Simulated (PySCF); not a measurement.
BBr₂F.

```xyz
4

B      0.0000     0.0000    -0.6333
F      0.0000     0.0000    -1.9455
Br     0.0000    -1.6720     0.2954
Br     0.0000     1.6720     0.2954
```

Geometry optimised at B3LYP-D3(BJ)/def2-SVP.

All values below come from KT2/pcSseg-1 (PySCF). Non-relativistic, no solvent.

Computed absolute GIAO shielding of each atom: isotropic value and principal components (ppm):
```tsv
atom	σ(iso)	σ11	σ22	σ33	span
B1	59.4	35.9	66.8	75.6	39.7
F2	134.3	-19.8	111.4	311.3	331.1
Br3	2132.1	1582.3	2134.8	2679.2	1097.0
Br4	2132.1	1582.3	2134.8	2679.2	1097.0
```
